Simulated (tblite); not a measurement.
A tight-binding relaxation on `O=CCC[SiH2][SiH2][SiH3]`.

Computed with GFN2-xTB geometry optimisation, gas phase (tblite 0.8.0). Start geometry: from a force field or distance geometry. The input is one job of a driver script: a line of settings, then coordinates in Å.

Command:
```bash
OMP_NUM_THREADS=1 python probes_run.py task.json out
```

Input:
```
{"job": {"kind": "relax", "xc": "GFN2-xTB", "basis": "xTB"}, "charge": 0, "multiplicity": 1}
O      1.294300     2.157800     0.586400
C      2.317300     1.614100     0.221200
C      2.385700     0.328600    -0.577200
C      1.000000    -0.281800    -0.843600
Si     0.231900    -1.196600     0.624900
Si    -2.039300    -1.392500     0.317100
Si    -2.903400     0.732500     0.427500
H      3.310900     2.053000     0.481100
H      3.051200    -0.370400    -0.066800
H      2.833700     0.594600    -1.534800
H      0.309000     0.486800    -1.186300
H      1.090500    -1.013500    -1.654300
H      0.860600    -2.537000     0.719600
H      0.546100    -0.498700     1.889800
H     -2.627700    -2.257600     1.376500
H     -2.321700    -2.017900    -0.991600
H     -4.378200     0.685100     0.244700
H     -2.337300     1.572200    -0.649600
H     -2.633600     1.350600     1.761500
```

Question: What does the run print?

Answer: 
```
step      E/eV     max force
  0    -591.44444    1.291
  1    -591.47240    1.513
  2    -591.49979    0.294
  3    -591.51343    0.291
  4    -591.52534    0.373
  5    -591.53436    0.271
  6    -591.54331    0.216
  7    -591.55101    0.232
  8    -591.55911    0.276
  9    -591.56492    0.218
... (245 lines left out)
255    -591.76934    0.037
256    -591.76942    0.025
257    -591.76960    0.021
258    -591.76967    0.022
259    -591.76975    0.021
260    -591.76980    0.016
261    -591.76982    0.015
262    -591.76985    0.013
263    -591.76987    0.011
264    -591.76988    0.008
```

«max force» is the largest atomic force in eV/Å.

Question: From which step on does the largest force stay under 0.1 eV/Å, and how much energy is left to gain from there?

Answer: From step 119 (0.071 eV/Å), 27.6 meV above the end.

Summary of the converged run: energy lowered by 7.5 kcal/mol over 264 steps; largest atomic force 0.008 eV/Å at the end.

Question: Where do the atoms end?

Answer: 1.017 Å rms from the input after alignment:
```
atom  x, y, z in Å
O1     0.4402    0.9186    1.2491
C2     1.4086    1.3233    0.6632
C3     2.0716    0.6148   -0.4665
C4     1.1946   -0.4768   -1.0611
Si5    0.4229   -1.6290    0.2674
Si6   -1.7566   -1.0694    0.7992
Si7   -2.5067    1.0066    0.1043
H8     1.8910    2.2725    0.9645
H9     2.9865    0.1767   -0.0507
H10    2.3874    1.3494   -1.2136
H11    0.4013   -0.0061   -1.6439
H12    1.7925   -1.0565   -1.7630
H13    0.5386   -2.9743   -0.3362
H14    1.3866   -1.6863    1.3778
H15   -1.9413   -1.2040    2.2532
H16   -2.6560   -2.1175    0.2709
H17   -3.8808    0.9865   -0.4114
H18   -1.7034    1.5479   -1.0036
H19   -2.4866    2.0328    1.1465
```

Question: How long does this job take on Arm Neoverse N1, one thread, no GPU, shared host with 64 logical CPUs at a one-minute load of 54?

Answer: About 4.0 s.
Labels such as C1 count atoms from 1, the log's own numbers from 0.
